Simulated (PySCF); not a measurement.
C₆H₉NO₂.
Structure used (PBE0-D3(BJ)/def2-SVP), in Å, numbered top down from 1:
```
atom  x, y, z in Å
C1     3.731    1.147   -0.128
C2     2.769    0.315    0.289
N3     1.450    0.351   -0.122
C4     0.501   -0.540    0.338
O5     0.775   -1.413    1.140
C6    -0.844   -0.331   -0.229
C7    -1.831   -1.157    0.170
O8    -3.102   -1.157   -0.206
C9    -3.518   -0.190   -1.138
H10    3.537    1.945   -0.851
H11    4.747    1.042    0.253
H12    2.953   -0.485    1.011
H13    1.170    1.057   -0.791
H14   -1.009    0.473   -0.949
H15   -1.609   -1.946    0.895
H16   -4.589   -0.353   -1.309
H17   -2.975   -0.298   -2.092
H18   -3.361    0.830   -0.749
```

Method: PySCF, PBE0-D3(BJ)/def2-SVP geometry optimisation, gas phase.

Take the most abundant isotopes and a rigid rotor. The values belong to one conformer with, in the numbering `[CH2:1]=[CH:2][NH:3][C:4](=[O:5])/[CH:6]=[CH:7]/[O:8][CH3:9]`, C1–C2–N3–C4 180°, C2–N3–C4–O5 0°, N3–C4–C6–C7 180°, C6–C7–O8–C9 0°.

(1) Give the principal moments of inertia and the rotational constants in MHz.

(2) What kind of rotor is it?

(3) What does the inertial defect say?

(4) Which types of transition are allowed, and where do some lines up to J = 2 fall?

(5) Estimate the classical rotational partition function at 10 K, 298.15 K and 500 K.

## Answers

(1) Ia = 98.38, Ib = 787.36, Ic = 882.48 u·Å²; 505379 MHz·u·Å²/I gives A = 5137, B = 641.9, C = 572.7 MHz.

(2) A near-prolate asymmetric top; Ray's κ = -0.970.

(3) Not planar: Δ = Ic − Ia − Ib = -3.25 u·Å². For a rigid frame Δ = −2 Σ m c², so Σ m c² = 1.63 u·Å² lies off the ab plane, practically all of it from hydrogen. The atom farthest from that plane is 0.90 Å away.

(4) The dipole components are |μa| = 2.08 D, |μb| = 4.19 D, |μc| = 0.00 D; the mirror of this Cs structure is the ab plane, so μc vanishes by symmetry and there are no c-type lines. Intensities carry the squares of the components, which stand as 0.25 : 1.00 (a : b). Some lines, for components of 0.1 D or more:

```tsv
type	branch	J(Ka,Kc)	MHz	lower level (cm⁻¹)
a	R	1(0,1) ← 0(0,0)	1215	0.000
a	R	2(1,2) ← 1(1,1)	2360	0.190
a	R	2(0,2) ← 1(0,1)	2428	0.041
a	R	2(1,1) ← 1(1,0)	2498	0.193
b	Q	1(1,0) ← 1(0,1)	4564	0.041
b	Q	2(1,1) ← 2(0,2)	4634	0.122
b	R	1(1,1) ← 0(0,0)	5710	0.000
b	R	2(1,2) ← 1(0,1)	6855	0.041
b	Q	2(2,0) ← 2(1,1)	13486	0.276
b	Q	2(2,1) ← 2(1,2)	13693	0.269
b	R	2(2,1) ← 1(1,0)	15984	0.193
b	R	2(2,0) ← 1(1,1)	16054	0.190
```

(5) Point group Cs, symmetry number σ = 1; q = (√π/σ)·√((kT/h)³/(ABC)), k/h = 20836.6 MHz/K: 3880 at 10 K, 632000 at 298.15 K, 1370000 at 500 K.

No PBE0-D3(BJ)/def2-SVP frequencies stand behind this structure, so it isn't proved a minimum. No vibrational averaging or centrifugal distortion is included, and the geometry carries the error of its method. A rigid rotor knows nothing of internal rotation, which can split or shift real lines. Quadrupole hyperfine structure (14N) is left out.
